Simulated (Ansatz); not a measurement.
The cluster SnPt₄⁻, relaxed as a doublet with UKS PBE-D4/def2-SVPD in Ansatz, starting from the GFN2-xTB geometry. Force threshold 0.02 eV/Å.

In the def2 sets Pt, Sn take a core potential; there is no spin–orbit coupling. The charge -1 doublet is spin-contaminated (final ⟨S²⟩ up to 1.73, 0.75 for a pure state). The structure comes from a short search, and lower isomers may exist.

Start:

```csv
atom,x (Å),y (Å),z (Å)
Pt1,-0.211,1.608,-0.620
Pt2,0.824,-1.040,0.660
Pt3,1.179,1.299,1.478
Pt4,-0.184,-1.489,-1.641
Sn5,-1.608,-0.378,0.124
```

Question: Estimate the energy that the relaxation releases and the steps that it takes.

Answer: 0.67 eV, in 9 steps; 68 s on 4 threads of Arm Neoverse V2 on a shared host. No frequencies were taken in this run, so the end may be a saddle point.

Question: Does the start keep its bonding?

Answer: Bonds lost: Pt1–Pt2 (atoms count from 1). Bonds formed: Pt3–Sn5 (atoms count from 1). Metal–metal contacts that move far: Pt1–Pt4 3.26 to 2.58 Å. The end is the same structure that another start reached, the lowest one found.

Question: Predict the relaxed structure.

Answer: 
```xyz
5

Pt   -0.1856    1.5207   -1.0810
Pt    0.9280   -1.4159    0.8040
Pt    0.7660    1.1113    1.3011
Pt   -0.0242   -1.0057   -1.5809
Sn   -1.4841   -0.2104    0.5569
```
Bond lengths (bridged metal pairs left out): 4 × Pt–Sn 2.71 Å; 4 × Pt–Pt 2.58 to 2.60 Å.
